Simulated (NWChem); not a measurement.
System: BiH3TeO2; SMILES [OH][Bi]([OH])[TeH]

Input file for NWChem:

```
start job
memory heap 200 mb stack 900 mb global 1100 mb
geometry units angstroms noautoz
  Bi    -0.057515     0.974504    -0.246858
  O      0.998233     1.336895     1.521429
  H      1.096974     0.511064     2.015439
  O     -1.960960     1.227102     0.574780
  H     -1.888329     1.215266     1.539414
  Te    -0.080945    -1.900764    -0.036554
  H      1.442069    -1.968573    -0.713728
end
basis spherical
  * library def2-svp
end
ecp
  Te library def2-ecp
  Bi library def2-ecp
end
dft
  xc hfexch
  iterations 150
  vectors input atomic output neutral.movecs
end
task dft energy
charge 1
dft
  odft
  mult 2
  vectors input atomic output cation.movecs
end
task dft energy
```

Structure relaxed at the PBE0/def2-SVP level. def2 effective core potentials on Te, Bi; no spin-orbit coupling.

Ions are spin-unrestricted doublets at the neutral geometry; other ion states weren't tried.

Problem. Give the results of this calculation. (Hartree-Fock/def2-SVP with def2 effective core potentials on Te, Bi, vertical spin-unrestricted ions.) Quantities: vertical ionisation energy, ΔSCF (eV); −ε(HOMO) (eV).

Solution. The vertical ionisation energy, ΔSCF (eV) is 7.73 and the −ε(HOMO) (eV) is 8.84.
